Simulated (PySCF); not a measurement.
**Be: excitation energy**

Be [He] 2s2 (1S) → Be [He] 2s1 3d1 (3D), as a difference of total energies. Calculation: PySCF 2.14, in aug-cc-pVTZ; no relativity, point nucleus. Correlated levels: valence: 1s2 frozen. The calculations carry no spin-orbit coupling.

| method | excitation energy (eV) |
| --- | --- |
| UHF | 7.729 |
| MP2 (valence) | 8.401 |
| SCS-MP2 (valence) | 8.621 |
| CCSD (valence) | 8.747 |

Q: How much does correlation contribute at MP2 (valence)?

A: 8.401 − (7.729) = 0.672 eV, measured against UHF.

The promoted electron is Rydberg-like, and one or two diffuse shells describe it only roughly, which tends to raise the upper state.

With two correlated electrons CCSD is exact in that space.
